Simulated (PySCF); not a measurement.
Order these species by their calculated properties.

Each SMILES stands for a single optimised conformer of the isolated species, non-relativistic unless stated; the electronic structure was computed with PySCF and density fitting.

The conformers computed, where there is a choice (atom-mapped SMILES and torsion angles):
- `[CH3:1][S:2][Si@@H:3]1[CH2:4][CH2:5][C@H:6]1[F:7]`: C1–S2–Si3–C4 -87°
- `[CH2:1]=[N:2][Si@:3]([CH3:4])([NH2:5])[CH2:6][C:7]#[N:8]`: C1–N2–Si3–C4 -16°, N2–Si3–C6–C7 -63°, H–N5–Si3–N2 84°, H–N5–Si3–N2 -51°
- `[CH3:1][NH:2][SiH2:3][n:4]1[cH:5][cH:6][n:7][cH:8]1`: C1–N2–Si3–N4 -53°, N2–Si3–N4–C5 147°
- `[CH3:1][CH2:2][O:3]/[CH:4]=[CH:5]/[S:6][CH3:7]`: C1–C2–O3–C4 180°, C2–O3–C4–C5 0°, C4–C5–S6–C7 180°
- `[CH3:1][CH2:2][O:3][SiH2:4][S:5][CH3:6]`: C1–C2–O3–Si4 59°, C2–O3–Si4–S5 176°, O3–Si4–S5–C6 -48°
- `[CH2:1][c:2]1[cH:3][cH:4][cH:5][cH:6][c:7]1[CH2:8][OH:9]`: C6–C7–C8–O9 120°, H–O9–C8–C7 -55°
- `[CH2:1][C:2](=[CH2:3])[C:4]1=[CH:5][O:6][CH:7]=[CH:8][CH2:9]1`: C1–C2–C4–C5 35°
- `[CH3:1][CH2:2][S+:3][CH2:4][CH2:5][CH:6]=[O:7]`: C1–C2–S3–C4 -67°, C2–S3–C4–C5 -128°, S3–C4–C5–C6 -167°, C4–C5–C6–O7 9°
- `[CH2:1]=[C:2]([F:3])[S@:4]([CH3:5])=[O:6]`: C1–C2–S4–C5 111°
- `[CH2:1]=[CH:2][C:3]1=[C:4]([CH2:5][OH:6])[CH2:7][C:8]=[CH:9]1`: C1–C2–C3–C4 175°, C3–C4–C5–O6 -110°, H–O6–C5–C4 57°

Question: Rank by lowest singlet excitation, lowest first (TDDFT PBE0/def2-SVPD at GFN2-xTB geometries).
A. `C=N[Si@](C)(N)CC#N`
B. `O=[S@@]1CC[C@H]1F`
C. `CCO/C=C/SC`
D. `CCO[SiH2]SC`
E. `CN[SiH2]n1ccnc1`
F. `CS[Si@@H]1CC[C@H]1F`

Answer: A (3.96 eV), C (4.73 eV), B (5.16 eV), F (5.27 eV), D (5.59 eV), E (5.80 eV).

Give the two extremes of that set as wavelengths.

`C=N[Si@](C)(N)CC#N`: 313 nm; `CN[SiH2]n1ccnc1`: 214 nm.

Question: Rank by smallest rotational constant, lowest first (GFN2-xTB).
A. `[CH2]C(=C)C1=COC=CC1` [radical]
B. `CC[S+]CCC=O` [radical]
C. `C=C(F)[S@](C)=O`
D. `C1=CC[C]2CCOC2=C1` [radical]
E. `c1(CO)c(cccc1)[CH2]` [radical]
F. `CCO/C=C/SC`

Answer: F (0.711 GHz), B (0.839 GHz), A (0.953 GHz), E (1.008 GHz), D (1.083 GHz), C (1.911 GHz).

Question: Rank by electronic spatial extent ⟨r²⟩ about the centre of nuclear charge, lowest first (PBE0/def2-SVPD at GFN2-xTB geometries).
A. `CCO/C=C/SC`
B. `CN[SiH2]n1ccnc1`
C. `C=N[Si@](C)(N)CC#N`
D. `[C@H]1(CC[S@]1=O)F`

Answer: D (634 bohr²), C (1204 bohr²), B (1218 bohr²), A (1586 bohr²).

Question: Rank by dipole moment, highest first (PBE0/def2-SVPD at GFN2-xTB geometries).
A. `CN[SiH2]N1C=CN=C1`
B. `CCO/C=C/SC`
C. `O=[S@@]1CC[C@H]1F`
D. `C=N[Si@](C)(N)CC#N`
E. `CS[Si@@H]1CC[C@H]1F`

Answer: A (4.32 D), D (4.16 D), C (3.87 D), E (2.75 D), B (2.58 D).

Question: Rank by isotropic g value, lowest first (unrestricted B3LYP/pcH-1, mean-field spin–orbit at GFN2-xTB geometries).
A. `CC[S+]CCC=O` [radical]
B. `C=CC1=C(CO)C[C]=C1` [radical]
C. `[CH]1C=C2OCCC2=CC1` [radical]
D. `C1C(=COC=C1)C(=C)[CH2]` [radical]

Answer: B (2.00215), D (2.00260), C (2.00305), A (2.01558).

Question: Rank by static isotropic polarisability, lowest first (PBE0/def2-SVPD at GFN2-xTB geometries).
A. `O=[S@@]1CC[C@H]1F`
B. `CS[Si@@H]1CC[C@H]1F`
C. `CCO/C=C/SC`
D. `CCO[SiH2]SC`

Answer: A (58.9 au), D (88.4 au), C (91.4 au), B (94.8 au).

By how much do the two ends of that ranking differ?

By 35.9 au, between `CS[Si@@H]1CC[C@H]1F` and `O=[S@@]1CC[C@H]1F`.
